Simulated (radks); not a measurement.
Values are calculated unless marked as measured or tabulated.
The bromine ion Br+, configuration [Ar] 3d10 4s2 4p4.

Code: a radial shooting solver on a logarithmic mesh with Libxc functionals. Model: scalar-relativistic Kohn-Sham, BP86, spin-polarised, spherical densities, finite nucleus; open shells are filled with parallel spins first; Fermi nuclear charge, rms radius 4.1629 fm.

Energy parts (eV):
| part | energy |
|---|---|
| total | -70930.216 |
| kinetic | 72464.167 |
| electron-nucleus | -170647.200 |
| Hartree | 29769.351 |
| exchange-correlation | -2516.534 |

Orbitals (lengths in bohr, moments of r in powers of bohr; r(90%) holds 90 % of the orbital's charge):
| orbital | occ. | eigenvalue (eV) | r(90%) | <1/r> |
|---|---|---|---|---|
| 1s up | 1 | -13332.78 | 0.0764 | 35.66 |
| 1s down | 1 | -13332.65 | 0.0764 | 35.66 |
| 2s up | 1 | -1744.829 | 0.293 | 7.898 |
| 2s down | 1 | -1744.758 | 0.293 | 7.898 |
| 2p up | 3 | -1540.310 | 0.270 | 7.730 |
| 2p down | 3 | -1540.187 | 0.270 | 7.730 |
| 3s up | 1 | -249.3543 | 0.821 | 2.594 |
| 3s down | 1 | -249.1844 | 0.821 | 2.594 |
| 3p up | 3 | -184.7977 | 0.862 | 2.441 |
| 3p down | 3 | -184.6058 | 0.861 | 2.441 |
| 3d up | 5 | -78.0634 | 0.974 | 2.152 |
| 3d down | 5 | -77.8149 | 0.970 | 2.155 |
| 4s up | 1 | -31.2441 | 2.41 | 0.8123 |
| 4s down | 1 | -29.5284 | 2.42 | 0.8149 |
| 4p up | 3 | -18.2836 | 2.94 | 0.6727 |
| 4p down | 1 | -16.5996 | 3.00 | 0.6670 |

The highest occupied level is 4p down at -16.600 eV. The electron density at the nucleus is 4.502e+04 e/bohr^3 (large components only). The density falls to 0.001 e/bohr^3 at r = 3.81 bohr. Spin moment in Bohr magnetons: 2. Summed over all electrons, <r^2> = 31.27 bohr^2, which gives a Langevin (diamagnetic) susceptibility term of -24.8 x 10^-6 cm^3/mol. For comparison, the ionisation energy in NIST's Atomic Spectra Database is 21.591 eV (measured). In exact Kohn-Sham theory the highest level is minus the ionisation energy, but local and semilocal functionals leave it too shallow, through self-interaction and a potential that decays too fast; potentials with the right tail come closer.
